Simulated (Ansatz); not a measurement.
Mulliken charges of `Cl[SiH2][SeH]` from PBE/def2-TZVPP in Ansatz (PBE0-D4/def2-TZVP geometry).

| atom | x (Å) | y (Å) | z (Å) | charge (e) |
| --- | --- | --- | --- | --- |
| Cl1 | -2.338 | 0.107 | -0.077 | -0.206 |
| Si2 | -0.321 | -0.072 | -0.385 | 0.359 |
| Se3 | 0.656 | 0.318 | 1.627 | -0.136 |
| H4 | -0.039 | -1.441 | -0.874 | -0.039 |
| H5 | 0.088 | 0.926 | -1.398 | -0.039 |
| H6 | 1.996 | 0.098 | 1.061 | 0.060 |

Question: By hand: the dipole of these point charges (1 e Å = 4.8032 D).

Answer: Σ q r = (0.395, -0.065, -0.191) e Å, of length 0.444 e Å = 2.13 D.

Question: How does the dipole of the full density compare? (An estimate is asked.)

Answer: Computed: (0.268, -0.048, -0.143) e Å, 1.48 D; the point charges give 1.44 times that, at 2° from its direction.

Point charges leave out the atoms' own dipoles, such as those of lone pairs, and Mulliken's split depends on the basis, so the two needn't agree.
